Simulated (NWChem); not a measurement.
System: BSi₂H₆Cl; SMILES B([SiH3])([SiH3])Cl

Here is an NWChem input.

```
start job
memory heap 200 mb stack 900 mb global 1100 mb
geometry units angstroms
  B     -0.027296     0.002101     0.019053
  Cl     1.616158     0.029320    -0.489129
  Si    -0.477950    -1.099876     1.608410
  H     -1.292139    -2.269486     1.245722
  H     -1.271230    -0.351431     2.594054
  H      0.682131    -1.626403     2.339036
  Si    -1.304663     1.067330    -1.069992
  H     -2.608849     1.263627    -0.424080
  H     -1.586709     0.425801    -2.362785
  H     -0.805550     2.410950    -1.394454
end
basis spherical
  * library def2-svp
end
dft
  xc xpbe96 cpbe96
  disp vdw 4
  iterations 150
end
driver
  maxiter 120
end
task dft optimize
task dft freq
```

Excerpt of the output:

```
             Northwest Computational Chemistry Package (NWChem) 7.3.0
             --------------------------------------------------------

 C1  symmetry detected

                             Geometry "geometry" -> ""
                             -------------------------

 Output coordinates in angstroms (scale by  1.889725989 to convert to a.u.)

  No.       Tag          Charge          X              Y              Z
 ---- ---------------- ---------- -------------- -------------- --------------
    1 B                    5.0000     0.05232045    -0.00559683     0.00905646
    2 Cl                  17.0000     1.77188148     0.04880296     0.00003469
    3 Si                  14.0000    -0.80897320    -1.79489732     0.00039708
    4 H                    1.0000    -1.49671431    -2.06092083    -1.27187551
    5 H                    1.0000    -1.83717226    -1.91936943     1.04359916
    6 H                    1.0000     0.11218233    -2.92036683     0.20441629
    7 Si                  14.0000    -0.88530672     1.74745311     0.00071943
    8 H                    1.0000    -2.31485949     1.65270382     0.32326769
    9 H                    1.0000    -0.81051212     2.40001373    -1.31495285
   10 H                    1.0000    -0.31659266     2.71049234     0.95404197

 Effective nuclear repulsion energy (a.u.)     234.9019753130

                                Z-matrix (autoz)
                                --------

 Units are Angstrom for bonds and degrees for angles

      Type          Name      I     J     K     L     M      Value
      ----------- --------  ----- ----- ----- ----- ----- ----------
    1 Stretch                  1     2                       1.72044
    2 Stretch                  1     3                       1.98582
    3 Stretch                  1     7                       1.98806
    4 Stretch                  3     4                       1.47052
    5 Stretch                  3     5                       1.47002
    6 Stretch                  3     6                       1.46862
    7 Stretch                  7     8                       1.46855
    8 Stretch                  7     9                       1.47052
    9 Stretch                  7    10                       1.46959
   10 Bend                     1     3     4               111.69211
   11 Bend                     1     3     5               112.12101
   12 Bend                     1     3     6               114.69952
   13 Bend                     1     7     8               113.65894
   14 Bend                     1     7     9               111.78149
   15 Bend                     1     7    10               113.11698
   16 Bend                     2     1     3               117.51402
   17 Bend                     2     1     7               116.32627
   18 Bend                     3     1     7               126.15343
   19 Bend                     4     3     5               105.75602
   20 Bend                     4     3     6               105.95607
   21 Bend                     5     3     6               105.97616
   22 Bend                     8     7     9               105.94132
   23 Bend                     8     7    10               106.05219
   24 Bend                     9     7    10               105.65862
   25 Torsion                  2     1     3     4        -111.18996
   26 Torsion                  2     1     3     5         130.31044
   27 Torsion                  2     1     3     6           9.38083
   28 Torsion                  2     1     7     8        -166.47128
   29 Torsion                  2     1     7     9          73.66236
   30 Torsion                  2     1     7    10         -45.45593
   31 Torsion                  3     1     7     8          14.46782
   32 Torsion                  3     1     7     9        -105.39853
   33 Torsion                  3     1     7    10         135.48317
   34 Torsion                  4     3     1     7          67.86100
   35 Torsion                  5     3     1     7         -50.63861
   36 Torsion                  6     3     1     7        -171.56822

  pbe96 is a nonlocal functional; adding pw91lda local functional.

                           NWChem Geometry Optimization
                           ----------------------------

 maximum gradient threshold         (gmax) =   0.000450
 rms gradient threshold             (grms) =   0.000300
 maximum cartesian step threshold   (xmax) =   0.001800
 rms cartesian step threshold       (xrms) =   0.001200
 fixed trust radius                (trust) =   0.300000
 source of zmatrix                         =   autoz

          -------------------
          Energy Minimization
          -------------------

 Using diagonal initial Hessian
 Scaling for Hessian diagonals: bonds = 1.00  angles = 0.25  torsions = 0.10

          --------
          Step   0

                                 NWChem DFT Module
                                 -----------------

 Summary of "ao basis" -> "ao basis" (spherical)
 ------------------------------------------------------------------------------
       Tag                 Description            Shells   Functions and Types
 ---------------- ------------------------------  ------  ---------------------
 B                          def2-svp                 6       14   3s2p1d
 Cl                         def2-svp                 8       18   4s3p1d
 Si                         def2-svp                 8       18   4s3p1d
 H                          def2-svp                 3        5   2s1p

            General Information
            -------------------
          SCF calculation type: DFT
          Wavefunction type:  closed shell.
          No. of atoms     :    10
          No. of electrons :    56
           Alpha electrons :    28
            Beta electrons :    28
          Charge           :     0
          Spin multiplicity:     1
          Use of symmetry is: off; symmetry adaption is: off
          Maximum number of iterations: 150
          AO basis - number of functions:    98
                     number of shells:    48
          Convergence on energy requested:  1.00D-06
          Convergence on density requested:  1.00D-05
          Convergence on gradient requested:  5.00D-04

              XC Information
              --------------
          PerdewBurkeErnzerhof Exchange Functional  1.000
            Perdew 1991 LDA Correlation Functional  1.000 local
           PerdewBurkeErnz. Correlation Functional  1.000 non-local

             Grid Information
             ----------------
          Grid used for XC integration:  medium
          Radial quadrature: Mura-Knowles
          Angular quadrature: Lebedev.
          Tag              B.-S. Rad. Rad. Pts. Rad. Cut. Ang. Pts.
          ---              ---------- --------- --------- ---------
          B                   0.85       49           9.0       434
          Cl                  1.00       88          11.0       590
          Si                  1.10       88          12.0       590
          H                   0.35       45          13.0       434
          Grid pruning is: on
          Number of quadrature shells:   583
          Spatial weights used:  Erf1

           DFT-D3BJ Model
          s6 scale factor  :        1.000000000000
          s8 scale factor  :        0.787500000000
          a1 parameter     :        0.428900000000
          a2 parameter     :        4.440700000000
              vdW contrib  :       -0.008943406586

[...]

      ----------------------
      Optimization converged
      ----------------------

  Step       Energy      Delta E   Gmax     Grms     Xrms     Xmax
  ---- ---------------- -------- -------- -------- -------- --------
@   30   -1066.75506020 -6.4D-09  0.00002  0.00001  0.00050  0.00127
                                     ok       ok       ok       ok

                                Z-matrix (autoz)
                                --------

 Units are Angstrom for bonds and degrees for angles

      Type          Name      I     J     K     L     M      Value     Gradient
      ----------- --------  ----- ----- ----- ----- ----- ---------- ----------
    1 Stretch                  1     2                       1.76217    0.00002
    2 Stretch                  1     3                       2.02810   -0.00001
    3 Stretch                  1     7                       2.02808   -0.00002
    4 Stretch                  3     4                       1.50736   -0.00000
    5 Stretch                  3     5                       1.51180    0.00000
    6 Stretch                  3     6                       1.50581   -0.00001
    7 Stretch                  7     8                       1.50735   -0.00000
    8 Stretch                  7     9                       1.51178   -0.00000
    9 Stretch                  7    10                       1.50584   -0.00001
   10 Bend                     1     3     4               111.61447   -0.00000
   11 Bend                     1     3     5               106.71726    0.00000
   12 Bend                     1     3     6               113.71423   -0.00000
   13 Bend                     1     7     8               111.64712    0.00001
   14 Bend                     1     7     9               106.71275    0.00000
   15 Bend                     1     7    10               113.69524   -0.00000
   16 Bend                     2     1     3               118.97874    0.00000
   17 Bend                     2     1     7               118.95488   -0.00000
   18 Bend                     3     1     7               122.06638   -0.00000
   19 Bend                     4     3     5               106.99499   -0.00000
   20 Bend                     4     3     6               109.30034    0.00000
   21 Bend                     5     3     6               108.19619    0.00000
   22 Bend                     8     7     9               107.00016   -0.00000
   23 Bend                     8     7    10               109.29801   -0.00000
   24 Bend                     9     7    10               108.18410   -0.00000
   25 Torsion                  2     1     3     4        -148.84044   -0.00000
   26 Torsion                  2     1     3     5          94.59082    0.00000
   27 Torsion                  2     1     3     6         -24.62182   -0.00000
   28 Torsion                  2     1     7     8        -149.08092   -0.00000
   29 Torsion                  2     1     7     9          94.32937   -0.00000
   30 Torsion                  2     1     7    10         -24.85406    0.00000
   31 Torsion                  3     1     7     8          30.92701   -0.00000
   32 Torsion                  3     1     7     9         -85.66270   -0.00000
   33 Torsion                  3     1     7    10         155.15388    0.00000
   34 Torsion                  4     3     1     7          31.15162   -0.00000
   35 Torsion                  5     3     1     7         -85.41712    0.00000
   36 Torsion                  6     3     1     7         155.37024   -0.00000

                         Geometry "geometry" -> "geometry"
                         ---------------------------------

 Output coordinates in angstroms (scale by  1.889725989 to convert to a.u.)

  No.       Tag          Charge          X              Y              Z
 ---- ---------------- ---------- -------------- -------------- --------------
    1 B                    5.0000     0.09430025     0.00367571     0.19724248
    2 Cl                  17.0000     1.79490239     0.04492394     0.65714496
    3 Si                  14.0000    -0.81141384    -1.79299746    -0.05741850
    4 H                    1.0000    -1.89650502    -1.72478395    -1.10148161
    5 H                    1.0000    -1.48139698    -2.13211821     1.25470069
    6 H                    1.0000     0.14065991    -2.90782413    -0.40118929
    7 Si                  14.0000    -0.89571526     1.75475631    -0.06101286
    8 H                    1.0000    -2.35602337     1.62480703     0.28930317
    9 H                    1.0000    -0.82223270     2.08242891    -1.53502338
   10 H                    1.0000    -0.30032188     2.90544658     0.70643875

 Effective nuclear repulsion energy (a.u.)     229.8072930589

[...]

 Rotational Constants
 --------------------
 A=   0.092327 cm-1  (  0.132835 K)
 B=   0.078871 cm-1  (  0.113476 K)
 C=   0.043846 cm-1  (  0.063083 K)

 Temperature                      =   298.15K
 frequency scaling parameter      =   1.0000

 Zero-Point correction to Energy  =   32.673 kcal/mol  (  0.052068 au)
 Thermal correction to Energy     =   37.736 kcal/mol  (  0.060137 au)
 Thermal correction to Enthalpy   =   38.329 kcal/mol  (  0.061081 au)

 Total Entropy                    =   90.425 cal/mol-K
   - Translational                =   39.929 cal/mol-K (mol. weight = 107.9790)
   - Rotational                   =   28.003 cal/mol-K (symmetry #  =        1)
   - Vibrational                  =   22.493 cal/mol-K

 Cv (constant volume heat capacity) =   26.377 cal/mol-K
   - Translational                  =    2.979 cal/mol-K
   - Rotational                     =    2.979 cal/mol-K
   - Vibrational                    =   20.418 cal/mol-K

[normal modes left out]

 ----------------------------------------------------------------------------
 Normal Eigenvalue ||           Projected Infra Red Intensities
  Mode   [cm**-1]  || [atomic units] [(debye/angs)**2] [(KM/mol)] [arbitrary]
 ------ ---------- || -------------- ----------------- ---------- -----------
    1       -0.000 ||    0.000006           0.000         0.006       0.002
    2       -0.000 ||    0.000000           0.000         0.000       0.000
    3        0.000 ||    0.000002           0.000         0.002       0.001
    4        0.000 ||    0.000002           0.000         0.002       0.000
    5        0.000 ||    0.000001           0.000         0.001       0.000
    6        0.000 ||    0.000001           0.000         0.001       0.000
    7       32.155 ||    0.000036           0.001         0.035       0.010
    8       65.529 ||    0.000119           0.003         0.116       0.034
    9      119.549 ||    0.000426           0.010         0.415       0.122
   10      170.924 ||    0.002029           0.047         1.978       0.583
   11      217.116 ||    0.006422           0.148         6.261       1.846
   12      353.571 ||    0.000393           0.009         0.383       0.113
   13      422.507 ||    0.002513           0.058         2.450       0.722
   14      487.524 ||    0.005038           0.116         4.911       1.448
   15      553.277 ||    0.045398           1.047        44.256      13.046
   16      584.870 ||    0.035173           0.811        34.288      10.108
   17      781.036 ||    0.127330           2.938       124.127      36.592
   18      840.599 ||    0.090307           2.083        88.036      25.952
   19      847.808 ||    0.157017           3.623       153.068      45.123
   20      880.804 ||    0.006747           0.156         6.577       1.939
   21      888.836 ||    0.014111           0.326        13.756       4.055
   22      902.061 ||    0.025641           0.592        24.996       7.369
   23      907.461 ||    0.063450           1.464        61.854      18.234
   24      923.172 ||    0.057521           1.327        56.075      16.530
   25     2128.071 ||    0.075981           1.753        74.070      21.835
   26     2128.903 ||    0.004145           0.096         4.041       1.191
   27     2150.398 ||    0.094767           2.186        92.384      27.234
   28     2152.137 ||    0.045661           1.053        44.512      13.122
   29     2163.001 ||    0.097830           2.257        95.369      28.114
   30     2164.988 ||    0.085852           1.981        83.692      24.672
 ----------------------------------------------------------------------------
```

Level: PBE-D3(BJ)/def2-SVP. The printed entropy takes a lower symmetry number than the molecule has.
